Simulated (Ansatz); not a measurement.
```yaml
crystal:
  periodic: [false, false, false]
  atoms:
    - {symbol: N, position_ang: [-1.028068, 1.410897, -0.796353]}
    - {symbol: Ge, position_ang: [0.523426, 0.191547, -0.522269]}
    - {symbol: C, position_ang: [0.331737, -1.604356, 0.627453]}
    - {symbol: C, position_ang: [0.322575, -0.685477, 1.464708]}
    - {symbol: H, position_ang: [-1.235769, 1.089069, -1.855680]}
    - {symbol: Xx, position_ang: [-0.845379, 2.149363, -0.740764]}
    - {symbol: H, position_ang: [1.664039, 0.969097, -0.534053]}
    - {symbol: H, position_ang: [-0.280696, -2.706290, 0.338571]}
    - {symbol: H, position_ang: [0.124773, -0.523057, 2.541230]}
basis:
  gaussian: {orbitals: cc-pVTZ}
hamiltonian: {xc: {name: rPW86-PBE}, dispersion: d3bjatm}
output: {forces: true}
```

```sh
$ ansatz run in.yaml --threads 2 --pin off --events-out ev --progress --plain --max-ram 4352MiB
```

It prints (some lines left out):

```
Error: YAML parse error: error: line 9 column 16: `Xx` is not an element symbol (H … Og, case-exact)
 7 |     - {symbol: C, position_ang: [0.322575, -0.685477, 1.464708]}
 8 |     - {symbol: H, position_ang: [-1.235769, 1.089069, -1.855680]}
 9 |     - {symbol: Xx, position_ang: [-0.845379, 2.149363, -0.740764]}
10 |     - {symbol: H, position_ang: [1.664039, 0.969097, -0.534053]}
11 |     - {symbol: H, position_ang: [-0.280696, -2.706290, 0.338571]}
```

Question: Something in this input is off. What?

Answer: An element symbol is wrong. The input was rejected before any iteration.
